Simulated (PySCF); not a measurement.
# Broadened absorption spectrum of bis(E-2-bromo-1-methyl-1-propenyl) selenide

Species: bis(E-2-bromo-1-methyl-1-propenyl) selenide, C₈H₁₂Br₂Se.
InChI=1S/C8H12Br2Se/c1-5(9)7(3)11-8(4)6(2)10/h1-4H3/b7-5+,8-6+

Method used: PySCF 2.14.0, density-fitted response routines, TDDFT CAM-B3LYP/def2-SVPD, vertical, gas phase, core orbitals frozen in the response. Geometry: PBE0-D3(BJ)/def2-SVP, one conformer, isolated molecule. The CAM-B3LYP/def2-SVPD calculation is non-relativistic and has no spin–orbit coupling, an omission that weighs most on bromine and selenium. Torsions of this conformer, `[CH3:1]/[C:2]([Br:3])=[C:4](/[CH3:5])[Se:6]/[C:7]([CH3:8])=[C:9](\[CH3:10])[Br:11]`: C2–C4–Se6–C7 -127°, C4–Se6–C7–C8 56°.

Broadening: Gaussians 0.3 eV wide at half height, area fixed by f = 4.319×10⁻⁹ ∫ε dν̃. The width is an assumption, not a result. The curve ends short of the highest state used, and states not computed would add to its high-energy end.

(E (eV), ε (L mol⁻¹ cm⁻¹)): (4.10, 0), (4.14, 0), (4.18, 1), (4.21, 2), (4.25, 4), (4.29, 8), (4.33, 14), (4.37, 23), (4.41, 35), (4.44, 45), (4.48, 61), (4.52, 85), (4.56, 132), (4.60, 233), (4.64, 446), (4.68, 852), (4.71, 1337), (4.75, 2280), (4.79, 3566), (4.83, 5113), (4.87, 6754), (4.91, 8314), (4.94, 9377), (4.98, 10706), (5.02, 12106), (5.06, 13753), (5.10, 15623), (5.14, 17380), (5.18, 18470), (5.21, 18523), (5.25, 17363), (5.29, 14935), (5.33, 11750), (5.37, 8488), (5.41, 5753), (5.44, 4280), (5.48, 3202), (5.52, 3100), (5.56, 3806), (5.60, 5065), (5.64, 6566), (5.68, 8021), (5.71, 8978), (5.75, 10114)

Question: Locate the maxima and give the states behind the curve.

Answer: 239 nm (5.20 eV), ε about 19000, made up of S3 (94%) (ε in L mol⁻¹ cm⁻¹; maxima over ε = 5, shares over 10%). At its high-energy end, 5.75 eV, the curve is still rising (ε about 10000, from S5 and S7). The states used: S1 4.55 eV (f 0.0007); S2 4.95 eV (f 0.085); S3 5.21 eV (f 0.196); S4 5.46 eV (f 0.0005); S5 5.73 eV (f 0.088); S6 5.95 eV (f 0.018); S7 6.04 eV (f 0.282); S8 6.23 eV (f 0.224); S9 6.33 eV (f 0.0003); S10 6.35 eV (f 0.0003).

Question: What would ε be at 5.20 eV, the highest of these maxima, with half the width (0.15 eV)?

Answer: About 34400 L mol⁻¹ cm⁻¹ against 18600, a factor of about 1.8; a lone state at its own centre would give exactly 2.

Question: On this curve, what absorbance would a 10⁻⁵ mol/L sample give at 248 nm over a 1 cm path?

Answer: 248 nm is 4.999 eV, where ε is about 11000 L mol⁻¹ cm⁻¹, so A = ε c l ≈ 0.11 (Beer–Lambert, with the gas-phase spectrum and the assumed width).
